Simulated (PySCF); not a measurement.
## Dipole response of V²⁺ (vanadium, charge +2)

[Ar] 3d3, high-spin 4F determinant. Calculation: PySCF 2.14, in x2c-QZVPPall with one added diffuse shell each of s, p, d, f, g type (12s8p6d4f3g, 121 functions); scalar relativity by spin-free X2C-1e. Coupled (time-dependent) response in atomic units; α is the mean over directions.

```tsv
method	mean α (bohr³)	C₆ (like pair)	S(−4)
PBE0	4.619	13.88	15.26
```

S(−4) is the Cauchy moment in α(ω) = α(0) + S(−4) ω² + …

α(iu) at PBE0:

| u (hartree) | α(iu) (bohr³) |
| --- | --- |
| 0 | 4.619 |
| 0.0500 | 4.582 |
| 0.100 | 4.476 |
| 0.200 | 4.133 |
| 0.300 | 3.739 |
| 0.500 | 3.062 |
| 0.750 | 2.464 |
| 1.00 | 2.034 |
| 1.50 | 1.448 |
| 2.00 | 1.072 |
| 3.00 | 0.6454 |
| 5.00 | 0.3023 |

A single London oscillator, α(iu) = α/(1 + u²/ω²), gives C₆ = (3/4) ω α². Matching the computed C₆ needs ω = 4 × 13.88 / (3 × 4.619²) = 0.867 hartree.

For an ion, C₆ is the dispersion term alone; charge-induced terms of lower order in 1/R come first.
